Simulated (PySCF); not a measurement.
Species: `N#C[C@@H]1CC[SiH2][SiH2]1`. The columns A, B, C and D hold Mulliken, IAO, Hirshfeld and ESP-fitted charges (e) of one PBE0/pcSseg-1 density (PySCF), in a shuffled order. Coordinates in Å (PBE0-D3(BJ)/def2-SVP); the density's dipole moment is (1.56, 0.58, -3.54) D.

```csv
atom,x,y,z,A,B,C,D
N1,-1.579,-0.710,2.518,-0.265,-0.254,-0.236,-0.473
C2,-1.323,-0.428,1.423,+0.127,+0.133,+0.075,+0.347
C3,-0.943,-0.063,0.071,-0.396,-0.557,-0.085,-0.169
C4,0.208,-0.954,-0.453,-0.233,-0.186,-0.057,-0.126
C5,1.506,-0.739,0.333,-0.526,-0.511,-0.154,-0.200
Si6,1.924,1.122,0.356,+0.439,+0.336,+0.247,+0.234
Si7,-0.308,1.772,0.054,+0.437,+0.351,+0.250,+0.191
H8,-1.831,-0.156,-0.576,+0.181,+0.192,+0.061,+0.118
H9,0.364,-0.707,-1.518,+0.135,+0.145,+0.045,+0.086
H10,-0.099,-2.013,-0.421,+0.150,+0.151,+0.046,+0.071
H11,2.327,-1.339,-0.088,+0.155,+0.159,+0.046,+0.082
H12,1.370,-1.072,1.376,+0.156,+0.174,+0.041,+0.102
H13,2.571,1.572,1.624,-0.088,-0.037,-0.068,-0.071
H14,2.789,1.511,-0.801,-0.098,-0.043,-0.075,-0.081
H15,-0.603,2.352,-1.293,-0.094,-0.034,-0.071,-0.066
H16,-0.970,2.587,1.111,-0.078,-0.019,-0.064,-0.045
```

Which column most likely holds the ESP-fitted charges?

D. Σ q r misses the density's dipole by 0.02 D (D), 1.20 D (C), 2.08 D (A), 2.82 D (B). Charges fitted to the outside potential are the only set here that is tied to the molecule's multipoles.

And the Hirshfeld charges?

C. The mean sizes are 0.101 e (C), 0.154 e (D), 0.205 e (B), 0.222 e (A), and Hirshfeld charges are commonly the smallest of these schemes.

As computed, A = IAO, B = Mulliken, C = Hirshfeld, D = ESP-fitted. Hydrogens on carbon: IAO +0.14 to +0.18, Mulliken +0.14 to +0.19, Hirshfeld +0.04 to +0.06, ESP-fitted +0.07 to +0.12 e.

The Hirshfeld scheme weights the molecular density at each point by an atom's share of the summed free-atom densities. The Mulliken scheme counts on each atom the diagonal of the density matrix times the overlap matrix over that atom's basis functions.

The structure is a single PBE0-D3(BJ)/def2-SVP conformer in the gas phase; no vibrational or solvent corrections.
